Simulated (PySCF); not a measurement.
C2H4O3.

```xyz
9

C      0.0356    -1.8316     0.0000
O      0.7036    -0.5716     0.0000
C     -0.0902     0.4980     0.0000
O     -1.2957     0.4865     0.0000
O      0.6719     1.6001     0.0000
H      0.8252    -2.5926     0.0000
H     -0.5977    -1.9389    -0.8936
H     -0.5977    -1.9389     0.8936
H      0.0602     2.3522     0.0000
```

Geometry: B3LYP-D3(BJ)/def2-SVP. One conformer was computed; it need not be the lowest.

Calculation: HF/pcSseg-1 run with PySCF. Non-relativistic, no solvent.

Computed absolute GIAO shielding of each atom: isotropic value and principal components (ppm):
| atom | σ(iso) | σ11 | σ22 | σ33 | span |
|---|---|---|---|---|---|
| C1 | 139.0 | 115.4 | 119.7 | 181.8 | 66.4 |
| O2 | 218.4 | 71.9 | 258.9 | 324.4 | 252.6 |
| C3 | 27.9 | -70.9 | 74.1 | 80.5 | 151.5 |
| O4 | 35.1 | -131.8 | -59.7 | 296.8 | 428.6 |
| O5 | 185.2 | 73.5 | 180.4 | 301.7 | 228.2 |
| H6 | 28.0 | 23.9 | 26.1 | 33.9 | 10.1 |
| H7 | 28.0 | 24.3 | 25.9 | 33.7 | 9.4 |
| H8 | 28.0 | 24.3 | 25.9 | 33.7 | 9.4 |
| H9 | 26.2 | 20.1 | 22.3 | 36.2 | 16.1 |
